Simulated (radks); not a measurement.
The numbers below are computed, except where a source is named.
Ionisation of neutral iron, [Ar] 3d6 4s2, to Fe+, [Ar] 3d6 4s1, under several functionals. Scalar-relativistic Kohn-Sham, spin-polarised, spherical densities, finite nucleus; open shells are filled with parallel spins first; a radial shooting solver on a logarithmic mesh with Libxc functionals. Known Delta-SCF values: MS2 meta-GGA 7.711 eV; RPBE 7.744 eV; SOGGA 7.637 eV. What does r2SCAN give, and what is its highest occupied eigenvalue?

Answer. 7.652 eV by Delta-SCF; the 3d eigenvalue is -4.501 eV. NIST: 7.902 eV (measured).
